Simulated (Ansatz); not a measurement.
Basis sets compared for Pb3Se2 (the lowest singlet isomer of a short search). Charge 0, multiplicity 1. Geometry r2SCAN-D4/def2-SVP. Ansatz on 4 threads of Arm Neoverse V1 on a shared host; times are rough, and most runs start from earlier orbitals.

```xyz
5

Pb    0.980   -0.443   -1.510
Pb    0.119    2.108    0.092
Pb   -0.664   -1.862    0.747
Se   -1.767    0.231   -0.709
Se    1.332   -0.035    1.380
```

In the def2 sets Pb takes a core potential; there is no spin–orbit coupling. The restricted singlet is unstable towards broken spin symmetry in Hartree–Fock (as tested in another run); at PBE-D4/def2-SVP, PBE-D4/def2-TZVP, PBE0-D4/def2-SVP, PBE0-D4/def2-TZVP this wasn't settled. The structure comes from a short search, and lower isomers may exist.

Binding counts from free atoms (Pb triplet, Se triplet) in the same basis, without a counterpoise term.

```
           level  functions  energy (Eh)  HOMO (eV)  LUMO (eV)  binding per atom (eV)  wall time
 PBE-D4/def2-SVP        142   -5380.7721      -4.57      -2.78                   2.91        2 s
PBE0-D4/def2-SVP        142   -5380.8206      -5.26      -2.29                   2.72      3.9 s
```

(1) Estimate the rows for PBE-D4/def2-TZVP (with forces), PBE0-D4/def2-TZVP.

Answers

(1) 
```csv
level,functions,energy (Eh),HOMO (eV),LUMO (eV),binding per atom (eV),wall time
PBE-D4/def2-TZVP (with forces),246,-5381.3821,-4.59,-2.84,2.93,4.9 s
PBE0-D4/def2-TZVP,246,-5381.4266,-5.25,-2.33,2.75,12 s
```
